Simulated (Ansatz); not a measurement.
`C[O][SnH]([Cl])[O]C` + `OCN[SiH3]` → `CC(O)N[SiH3]` + `C[O][SnH]([OH])[Cl]`  (formal exchange of groups at a C–O bond)

Gas-phase electronic energies from Ansatz, PBE0-D4/def2-TZVP geometries. CCSD(T)/CBS is the MP2 limit (def2-TZVPP, def2-QZVPP) plus CCSD(T) − MP2 in def2-TZVPP, frozen cores. DFT in def2-TZVPP. def2 core potentials past Kr. For Sn outer-core shells are correlated without core-valence functions, which leaves a few kJ/mol of doubt a bond. One conformer a species, not always the lowest.

`C[O][SnH]([Cl])[O]C`:

Cartesian coordinates in Å:
```
C -1.124 -2.020 -0.536
O -0.299 -0.931 -0.883
Sn -0.734 0.908 -0.420
Cl -1.782 0.805 1.654
O 0.977 1.792 -0.225
C 1.953 1.269 0.652
H -2.037 -2.053 -1.144
H -1.415 -2.006 0.520
H -0.560 -2.937 -0.723
H -1.670 1.747 -1.553
H 1.620 1.291 1.696
H 2.229 0.240 0.395
H 2.844 1.896 0.566
```

`OCN[SiH3]`:

Z-matrix (Å, degrees):
```
C
N 1 1.432
O 1 1.405 2 112.6
H 1 1.100 2 107.8 3 123.0
H 1 1.095 2 112.6 3 -118.2
Si 2 1.720 1 124.6 3 -131.5
H 2 1.009 1 113.6 3 66.4
H 3 0.962 1 107.2 2 51.8
H 6 1.492 2 115.2 1 -74.4
H 6 1.487 2 108.0 1 45.4
H 6 1.485 2 107.6 1 165.3
```

`CC(O)N[SiH3]`:

Z-matrix (Å, degrees):
```
C
C 1 1.511
H 1 1.091 2 110.4
H 1 1.090 2 110.2 3 121.0
H 1 1.093 2 109.6 3 -119.1
O 2 1.418 1 106.2 3 55.3
N 2 1.435 1 112.1 3 179.2
H 2 1.101 1 109.4 3 -62.6
H 6 0.961 2 107.9 1 175.5
Si 7 1.718 2 124.9 1 145.7
H 7 1.009 2 113.3 1 -52.4
H 10 1.495 7 114.3 2 65.2
H 10 1.484 7 107.3 2 -174.8
H 10 1.487 7 109.5 2 -54.4
```

`C[O][SnH]([OH])[Cl]`:

Z-matrix (Å, degrees):
```
C
O 1 1.411
H 1 1.093 2 107.7
H 1 1.097 2 112.0 3 118.6
H 1 1.096 2 112.4 3 -119.1
Sn 2 1.945 1 122.2 3 170.4
Cl 6 2.325 2 105.6 1 -40.8
O 6 1.938 2 104.5 1 -157.1
H 6 1.692 2 116.4 1 82.3
H 8 0.961 6 112.7 2 41.2
```

```tsv
level	ΔE (kJ/mol)
PBE-D4	-70.7
PBE0-D4	-73.6
PBE	-70.2
MP2/CBS(def2)	-81.2
```

**Question.** What does CCSD(T)/CBS give? (Estimate.)

**Answer.** Computed: -76.0 kJ/mol. The listed levels differ from it by 5.3, 2.4, 5.8, -5.2 kJ/mol.

Largest T1 diagnostic among the species: 0.013.

In def2-TZVPP, CCSD(T) changes the Hartree–Fock value by −9.0 kJ/mol (the triples alone add −0.6 kJ/mol) and MP2 by −14.2 kJ/mol. From PBE to PBE0 (25 % exact exchange), in def2-TZVPP and without D4, ΔE moves by −3.2 kJ/mol.
